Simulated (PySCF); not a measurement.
Dipole moment (D) of eight silicon and germanium compounds: PBE beside PBE0, computed with PySCF for isolated molecules in the bases named; differences from unrounded values. The eight are the first of their class met in an unordered collection, after screening for sound electronic states; none was chosen by its value, except that the dipole had to exceed 0.05 D. Each molecule has one DFT geometry for both levels.

| molecule | basis | PBE0 | PBE | difference |
|---|---|---|---|---|
| SiH₃Cl, SMILES Cl[SiH3] | def2-TZVPD | 1.35 | 1.27 | -0.08 |
| difluoro(fluoromethyl)silane (CH3F3Si), SMILES FC[SiH](F)F | def2-TZVP | 2.93 | 2.71 | -0.22 |
| Si(CF3)(F)3 (CF6Si), SMILES F[Si](F)(F)C(F)(F)F | def2-TZVP | 0.24 | 0.16 | -0.08 |
| CH2ClF3Si, SMILES FC(F)(F)[SiH2]Cl | def2-TZVP | 1.78 | 1.57 | -0.21 |
| C2H6ClFOSi, SMILES C[C@H](O)[Si@H](F)Cl | def2-TZVP | 3.55 | 3.38 | -0.17 |
| C4H8OSi, SMILES C[SiH]1CC(=O)C1 | def2-TZVP | 3.98 | 3.77 | -0.20 |
| Si(H)2(OH)(SMe) (CH6OSSi), SMILES CS[SiH2]O | def2-TZVP | 2.66 | 2.59 | -0.07 |
| Cl₂FH₅Si₃, SMILES Cl[SiH](Cl)[SiH2][SiH2]F | def2-TZVP | 0.79 | 0.71 | -0.08 |

PBE lies below PBE0 in 8 and above it in 0 of the eight; the mean signed difference is -0.14 and the largest -0.22 D.
